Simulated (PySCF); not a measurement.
C2H7ClSi2, SMILES Cl[Si@@H]1CC[SiH2]1.

Geometry optimised at PBE0-D3(BJ)/def2-SVP. The structure was generated by enumeration; whether it is a known compound was not checked.

Vertical ionisation energy (IE) and electron affinity (EA) in eV. Rows of orbital energies are one-electron estimates. Where ΔSCF, EOM or ADC give a negative EA the extra electron is unbound and the value depends on the basis.

| level | IE | EA |
|---|---|---|
| −ε(HOMO), −ε(LUMO), r2SCAN/def2-TZVP (PySCF) | 6.64 | 0.90 |
| −ε(HOMO), −ε(LUMO), PBE/def2-TZVP (PySCF) | … | … |

What belongs in the gaps? (The exact figures need the calculation; the answer reports its results.)


- −ε(HOMO), −ε(LUMO), PBE/def2-TZVP (PySCF), IE: 6.39
- −ε(HOMO), −ε(LUMO), PBE/def2-TZVP (PySCF), EA: 1.17
